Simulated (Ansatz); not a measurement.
One change: `C=NB(F)[SiH3]` becomes `FB[SiH3]`.

Ansatz, PBE0-D4/def2-TZVP geometries, multiplicity 1. Each molecule was computed in one conformer, which needn't be the lowest.

```tsv
property	`C=NB(F)[SiH3]`
HOMO energy (PBE/def2-TZVPP) / eV	-6.60
LUMO energy (ωB97M-V/def2-TZVPP) / eV	0.67
size of the dipole moment (ωB97M-V/def2-TZVPP) / D	3.15
HOMO energy (ωB97M-V/def2-TZVPP) / eV	-10.23
size of the dipole moment (PBE/def2-TZVPP) / D	2.95
HOMO–LUMO gap (PBE/def2-TZVPP) / eV	4.00
```

Task: What does the change do to each property? (Estimate.)

Result: The calculation gave: 
| property | `FB[SiH3]` | shift |
| --- | --- | --- |
| HOMO energy (PBE/def2-TZVPP) / eV | -6.87 | -0.27 |
| LUMO energy (ωB97M-V/def2-TZVPP) / eV | 0.26 | -0.41 |
| size of the dipole moment (ωB97M-V/def2-TZVPP) / D | 0.49 | -2.66 |
| HOMO energy (ωB97M-V/def2-TZVPP) / eV | -10.37 | -0.14 |
| size of the dipole moment (PBE/def2-TZVPP) / D | 0.42 | -2.53 |
| HOMO–LUMO gap (PBE/def2-TZVPP) / eV | 4.12 | 0.12 |

Dipoles are sizes alone; their direction can turn.
